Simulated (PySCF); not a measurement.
ITiN: from structure and modes to constants

Level of theory: PBE0 in PySCF with Ti def2-TZVP, N def2-TZVP, I def2-TZVP with ECP28; scalar-relativistic core potentials, no spin–orbit coupling; density-fitted integrals.

The singlet minimum has Cs symmetry. Masses (u): Ti 47.94795, N 14.00307, I 126.90447.

```xyz
3
charge 0 multiplicity 1, angstrom
Ti   -1.4309    0.0000   -0.9513
N    -2.7881    0.0000   -0.2206
I     0.8489    0.0000    0.3840
```

Harmonic wavenumbers (cm⁻¹): 134.6 (a', ×1), 268.6 (a', ×1), 1175.0 (a', ×1).

(1) Find the principal moments of inertia and the rotational constants. What kind of rotor is it?

(2) What is the harmonic zero-point energy?

(3) Find the vibrational entropy and heat capacity at 298.15 K.

## Answers

(1) About the centre of mass I = 15.799, 345.46, 361.26 u Å². With B = 16.8576/I this gives 1.067, 0.0488, 0.04666 cm⁻¹. The molecule is an asymmetric top with κ = -1.00.

(2) Half the sum of all 3 wavenumbers, 1578/2 = 789 cm⁻¹, which is 9.4 kJ/mol (1 cm⁻¹ = 0.0119627 kJ/mol).

(3) With u = 1.43878 ω/T, each mode gives S = R[u/(eᵘ−1) − ln(1−e⁻ᵘ)] and C = R u² eᵘ/(eᵘ−1)².
```csv
ω (cm⁻¹),u,S (J/(mol K)),C (J/(mol K))
134.6,0.650,12.05,8.03
268.6,1.296,6.72,7.24
1175.0,5.670,0.19,0.93
```
The sums over all modes are S = 19.0 and C = 16.2 J/(mol K); the softest mode gives 64 % of the entropy.

Other isomers or separated fragments may lie lower.
